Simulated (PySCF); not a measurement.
Structure elucidation problem

The spectra below were simulated for a compound C$_{2}$F$_{6}$.

¹³C{¹H} NMR (computed): δ 125.0 (C, m, 2C).

All values are calculated (PySCF 2.14.0 with density-fitted response routines): geometry from GFN2-xTB, J couplings at B3LYP/pcJ-1, σ from GIAO-PBE0/pcSseg-1. Isolated molecule, non-relativistic Hamiltonian, fast rotation and ring inversion assumed for equivalent nuclei, one conformer.

Chemical shifts δ = σref − σ; ¹³C (186.93 ppm) vs TMS, all at this level.

**Question.** What is the structure?

**Answer.** 
- Rings plus π bonds: 0.
- 1 carbon signal for 2 carbons: some carbons are equivalent by symmetry or fast rotation.
- Carbon types of the structure: 2 × C.
- δC 125.0: CF3 carbon; 3 electronegative neighbours deshield it.

The compound is perfluoroethane (FC(F)(F)C(F)(F)F).

The shifts were computed for this structure.

Common functionals overestimate the size of one-bond C–F couplings by tens of Hz; these are unscaled. Shifts are as computed. Against solution values, carbons near 30 ppm lie about +3 ppm off and those near 130 ppm about +5 ppm. Of 1211 compounds with measured shifts, 218 miss one by over three times the rms of a fit or turn the order of signals round; such compounds aren't used in these exercises.
